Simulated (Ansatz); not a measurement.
Program: Ansatz. Geometries: PBE0-D4/def2-TZVP. ΔE: electronic, gas phase. CCSD(T)/CBS is the MP2 limit (def2-TZVPP, def2-QZVPP) plus CCSD(T) − MP2 in def2-TZVPP, frozen cores. Functionals use def2-TZVPP. For Br outer-core shells are correlated without core-valence functions, which leaves a few kJ/mol of doubt a bond. Scalar relativity is left out up to krypton. One conformer a species, not always the lowest.

Reaction (ligand exchange at the Al–C bond): `F[CH]([SiH3])[AlH][SiH3]` + HBr → `[SiH3][AlH][Br]` + `FC[SiH3]`

| level | ΔE (kJ/mol) |
| --- | --- |
| B2PLYP | -183.6 |
| r2SCAN | -179.2 |
| HF/def2-TZVPP | -207.7 |
| CCSD(T)/def2-TZVPP | -177.5 |

(1) What does CCSD(T)/CBS give? (Best estimate.)

Largest T1 diagnostic among the species: 0.013.

Answers

(1) Ansatz gave: -179.9 kJ/mol. The listed levels differ from it by -3.7, 0.7, -27.8, 2.4 kJ/mol.

In def2-TZVPP, CCSD(T) changes the Hartree–Fock value by +30.2 kJ/mol (the triples alone add +3.9 kJ/mol) and MP2 by +24.0 kJ/mol. The D4 term adds +8.5 kJ/mol with B3LYP and +5.0 kJ/mol with PBE0; it sums over pairs of atoms, weighted by their polarisabilities, and B3LYP, whose exchange is more repulsive, gets the larger term. From PBE to PBE0 (25 % exact exchange), in def2-TZVPP and without D4, ΔE moves by −8.7 kJ/mol.

B3LYP here is the variant with VWN-RPA as its local correlation; programs differ in this.
